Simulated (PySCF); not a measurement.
C2H6N, doublet, geometry from GFN2-xTB, atoms displaced at random by about 0.03 Å a coordinate; R2SCAN/6-31G, gradient by finite differences (PySCF).

The PySCF input:
```python
from pyscf import gto, scf, dft

mol = gto.Mole()
mol.atom = '''
    C     1.054959   -0.469550    0.054700
    C    -0.063252    0.495494    0.103501
    N    -1.371473   -0.006133   -0.107378
    H     2.018716    0.138089    0.231057
    H     0.983576   -1.143819    0.863624
    H     1.170401   -0.951461   -0.905556
    H     0.110677    1.332423   -0.714296
    H    -0.024526    1.155179    0.995630
    H    -1.293332   -1.057882   -0.202583
'''
mol.basis = '6-31g'
mol.charge = 0
mol.spin = 1
mol.verbose = 4
mol.build()

mf = dft.UKS(mol)
mf.xc = 'r2scan'
mf.conv_tol = 1e-11
mf.kernel()
scan, done = mf.as_scanner(), []
scan.scf_summary = {}
def energy(d):
    c = mol.atom_coords()
    c[2, 0] += d
    e = scan(mol.set_geom_(c, unit='Bohr', inplace=False))
    done.append(scan.converged)
    return e
h = 1e-5
fd = (energy(h) - energy(-h)) / (2 * h)
print('dE/dx =', fd)
```

Task: What does PySCF print? Leave out banner, timings and long lists.

Result: 
```
PySCF version 2.14.0

[INPUT] verbose = 4
[INPUT] num. atoms = 9
[INPUT] num. electrons = 25
[INPUT] charge = 0
[INPUT] spin (= nelec alpha-beta = 2S) = 1
[INPUT] symmetry False subgroup None
[INPUT] Mole.unit = angstrom
[INPUT] Symbol           X                Y                Z      unit          X                Y                Z       unit  Magmom
[...]
nuclear repulsion = 76.2161254458354
number of shells = 27
number of NR pGTOs = 90
number of NR cGTOs = 39
basis = 6-31g
ecp = {}

******** <class 'pyscf.dft.uks.UKS'> ********
method = UKS
initial guess = minao
damping factor = 0
level_shift factor = 0
DIIS = <class 'pyscf.scf.diis.CDIIS'>
diis_start_cycle = 1
diis_space = 8
diis_damp = 0
SCF conv_tol = 1e-11
SCF conv_tol_grad = None
SCF max_cycles = 50
direct_scf = True
direct_scf_tol = 1e-13
number electrons alpha = 13  beta = 12
XC library pyscf.dft.libxc version 7.1.2
    S. Lehtola, C. Steigemann, M. J. T. Oliveira, and M. A. L. Marques,  SoftwareX 7, 1–5 (2018)
XC functionals = r2scan
    J. W. Furness, A. D. Kaplan, J. Ning, J. P. Perdew, and J. Sun,  J. Phys. Chem. Lett. 11, 8208–8215 (2020)
    J. W. Furness, A. D. Kaplan, J. Ning, J. P. Perdew, and J. Sun,  J. Phys. Chem. Lett. 11, 9248–9248 (2020)
    J. W. Furness, A. D. Kaplan, J. Ning, J. P. Perdew, and J. Sun,  J. Phys. Chem. Lett. 11, 8208–8215 (2020)
    J. W. Furness, A. D. Kaplan, J. Ning, J. P. Perdew, and J. Sun,  J. Phys. Chem. Lett. 11, 9248–9248 (2020)
radial grids:
    Treutler-Ahlrichs [JCP 102, 346 (1995); DOI:10.1063/1.469408] (M4) radial grids

becke partition: Becke, JCP 88, 2547 (1988); DOI:10.1063/1.454033
pruning grids: <function nwchem_prune>
grids dens level: 3
symmetrized grids: False
atomic radii adjust function: <function treutler_atomic_radii_adjust>
small_rho_cutoff = 0
Set gradient conv threshold to 3.16228e-06
tot grids = 100992
init E= -134.374860168435

cycle= 1 E= -134.326875714542  delta_E= 0.048  |g|= 0.248  |ddm|= 1.81
cycle= 2 E= -134.309632650204  delta_E= 0.0172  |g|= 0.322  |ddm|= 0.651
cycle= 3 E= -134.366100320879  delta_E= -0.0565  |g|= 0.0202  |ddm|= 0.362
cycle= 4 E= -134.366213747272  delta_E= -0.000113  |g|= 0.0184  |ddm|= 0.0359
cycle= 5 E= -134.366388743805  delta_E= -0.000175  |g|= 0.00384  |ddm|= 0.026
cycle= 6 E= -134.366399611442  delta_E= -1.09e-05  |g|= 0.0016  |ddm|= 0.00667
cycle= 7 E= -134.366401229043  delta_E= -1.62e-06  |g|= 0.000629  |ddm|= 0.00234
cycle= 8 E= -134.366401508055  delta_E= -2.79e-07  |g|= 0.000144  |ddm|= 0.00108
cycle= 9 E= -134.366401529853  delta_E= -2.18e-08  |g|= 3.25e-05  |ddm|= 0.000374
cycle= 10 E= -134.366401531417  delta_E= -1.56e-09  |g|= 9.02e-06  |ddm|= 0.000113
cycle= 11 E= -134.366401531521  delta_E= -1.04e-10  |g|= 5.32e-06  |ddm|= 2.59e-05
cycle= 12 E= -134.366401531543  delta_E= -2.15e-11  |g|= 1.63e-06  |ddm|= 1.08e-05
cycle= 13 E= -134.366401531545  delta_E= -1.88e-12  |g|= 4.52e-07  |ddm|= 2.97e-06
Extra cycle  E= -134.366401531545  delta_E= 1.14e-13  |g|= 5.36e-07  |ddm|= 1.39e-06
converged SCF energy = -134.366401531545  <S^2> = 0.754915  2S+1 = 2.004909
Create scanner for <class 'pyscf.dft.uks.UKS'>

WARN: Mole.unit (angstrom) is changed to Bohr

New geometry
   1 C      1.054959000000  -0.469550000000   0.054700000000 AA    1.993583582645  -0.887320901790   0.103368019014 Bohr
   2 C     -0.063252000000   0.495494000000   0.103501000000 AA   -0.119528956831   0.936347956365   0.195588543619 Bohr
   3 N     -1.371467708228  -0.006133000000  -0.107378000000 AA   -2.591698357236  -0.011589690322  -0.202915011804 Bohr
   4 H      2.018716000000   0.138089000000   0.231057000000 AA    3.814820363277   0.260950390815   0.436634449164 Bohr
   5 H      0.983576000000  -1.143819000000   0.863624000000 AA    1.858689262695  -2.161504646074   1.632012834601 Bohr
   6 H      1.170401000000  -0.951461000000  -0.905556000000 AA    2.211737345917  -1.798000708205  -1.711252830457 Bohr
[...]
    J. W. Furness, A. D. Kaplan, J. Ning, J. P. Perdew, and J. Sun,  J. Phys. Chem. Lett. 11, 9248–9248 (2020)
radial grids:
    Treutler-Ahlrichs [JCP 102, 346 (1995); DOI:10.1063/1.469408] (M4) radial grids

becke partition: Becke, JCP 88, 2547 (1988); DOI:10.1063/1.454033
pruning grids: <function nwchem_prune>
grids dens level: 3
symmetrized grids: False
atomic radii adjust function: <function treutler_atomic_radii_adjust>
small_rho_cutoff = 0
Set gradient conv threshold to 3.16228e-06
tot grids = 100992
init E= -134.366403554236
cycle= 1 E= -134.366401320569  delta_E= 2.23e-06  |g|= 1.87e-06  |ddm|= 1.02e-05
cycle= 2 E= -134.366401320569  delta_E= 3.98e-13  |g|= 2.51e-06  |ddm|= 5.2e-06
Extra cycle  E= -134.366401320564  delta_E= 4.21e-12  |g|= 3.79e-06  |ddm|= 6.08e-06
converged SCF energy = -134.366401320564  <S^2> = 0.75491503  2S+1 = 2.004909

WARN: Mole.unit (angstrom) is changed to Bohr

New geometry
   1 C      1.054959000000  -0.469550000000   0.054700000000 AA    1.993583582645  -0.887320901790   0.103368019014 Bohr
   2 C     -0.063252000000   0.495494000000   0.103501000000 AA   -0.119528956831   0.936347956365   0.195588543619 Bohr
   3 N     -1.371478291772  -0.006133000000  -0.107378000000 AA   -2.591718357236  -0.011589690322  -0.202915011804 Bohr
   4 H      2.018716000000   0.138089000000   0.231057000000 AA    3.814820363277   0.260950390815   0.436634449164 Bohr
   5 H      0.983576000000  -1.143819000000   0.863624000000 AA    1.858689262695  -2.161504646074   1.632012834601 Bohr
   6 H      1.170401000000  -0.951461000000  -0.905556000000 AA    2.211737345917  -1.798000708205  -1.711252830457 Bohr
   7 H      0.110677000000   1.332423000000  -0.714296000000 AA    0.209149218288   2.517914552071  -1.349823811872 Bohr
   8 H     -0.024526000000   1.155179000000   0.995630000000 AA   -0.046347422931   2.182971934849   1.881468021401 Bohr
   9 H     -1.293332000000  -1.057882000000  -0.202583000000 AA   -2.444043268136  -1.999107252107  -0.382826387493 Bohr

******** <class 'pyscf.scf.hf.UKS_Scanner'> ********
method = UKS_Scanner
initial guess = minao
damping factor = 0
level_shift factor = 0
DIIS = <class 'pyscf.scf.diis.CDIIS'>
diis_start_cycle = 1
diis_space = 8
diis_damp = 0
SCF conv_tol = 1e-11
SCF conv_tol_grad = None
SCF max_cycles = 50
direct_scf = True
direct_scf_tol = 1e-13
number electrons alpha = 13  beta = 12
XC library pyscf.dft.libxc version 7.1.2
    S. Lehtola, C. Steigemann, M. J. T. Oliveira, and M. A. L. Marques,  SoftwareX 7, 1–5 (2018)
XC functionals = r2scan
    J. W. Furness, A. D. Kaplan, J. Ning, J. P. Perdew, and J. Sun,  J. Phys. Chem. Lett. 11, 8208–8215 (2020)
    J. W. Furness, A. D. Kaplan, J. Ning, J. P. Perdew, and J. Sun,  J. Phys. Chem. Lett. 11, 9248–9248 (2020)
    J. W. Furness, A. D. Kaplan, J. Ning, J. P. Perdew, and J. Sun,  J. Phys. Chem. Lett. 11, 8208–8215 (2020)
    J. W. Furness, A. D. Kaplan, J. Ning, J. P. Perdew, and J. Sun,  J. Phys. Chem. Lett. 11, 9248–9248 (2020)
radial grids:
    Treutler-Ahlrichs [JCP 102, 346 (1995); DOI:10.1063/1.469408] (M4) radial grids

becke partition: Becke, JCP 88, 2547 (1988); DOI:10.1063/1.454033
pruning grids: <function nwchem_prune>
grids dens level: 3
symmetrized grids: False
atomic radii adjust function: <function treutler_atomic_radii_adjust>
small_rho_cutoff = 0
Set gradient conv threshold to 3.16228e-06
tot grids = 100992
init E= -134.366397275154
cycle= 1 E= -134.366401742452  delta_E= -4.47e-06  |g|= 8.07e-06  |ddm|= 2.38e-05
cycle= 2 E= -134.366401742416  delta_E= 3.64e-11  |g|= 1.19e-05  |ddm|= 2.07e-05
cycle= 3 E= -134.366401742484  delta_E= -6.85e-11  |g|= 6.66e-07  |ddm|= 1.18e-05
cycle= 4 E= -134.366401742484  delta_E= -1.14e-13  |g|= 2.4e-07  |ddm|= 1.07e-06
Extra cycle  E= -134.366401742485  delta_E= -5.68e-13  |g|= 3e-07  |ddm|= 5.6e-07
converged SCF energy = -134.366401742485  <S^2> = 0.75491498  2S+1 = 2.004909
dE/dx = 0.021096025193401147
```
